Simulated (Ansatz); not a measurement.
A made-up structure of ZnH₂Se, singlet:

```tsv
atom	x (Å)	y (Å)	z (Å)
Zn1	-0.9537	0.9671	-0.7920
Se2	0.0242	-0.7802	0.3328
H3	0.6526	-1.9383	1.0702
H4	0.3155	1.8032	-0.6165
```

It is relaxed with PBE-D4/def2-SVP and then PBE0-D4/def2-TZVP (Ansatz 0.2.0). Atoms count as bonded within 1.22 times the sum of their covalent radii (H–H: 0.88 Å). The end point is not checked to be a true minimum.

(1) Does its bonding change? (Judge from chemistry; the calculation decides.)

Answers

(1) The calculation gives: No: no bond forms or breaks.

Where it ends: The first stage lowers the energy by 2.33 eV in 12 steps. It ends as ZnH₂Se ([ZnH][SeH]):
```
4
angstrom
Zn -0.0000 0.7959 -0.3293
Se 0.9438 -0.9731 0.7904
H -0.2870 -1.7573 0.6092
H -0.6181 1.9864 -1.0759
```

Labels in which every atom is bracketed show which atoms are joined, not bond orders.

For scale, one of the runs: PBE0-D4/def2-TZVP relaxation, 108 basis functions, launched by `ansatz run in.yaml --threads 2 --pin off --events-out ev --progress --plain --max-ram 4352MiB`. The run took about 12 s on 2 CPU threads of an Arm Neoverse V2 (shared host).
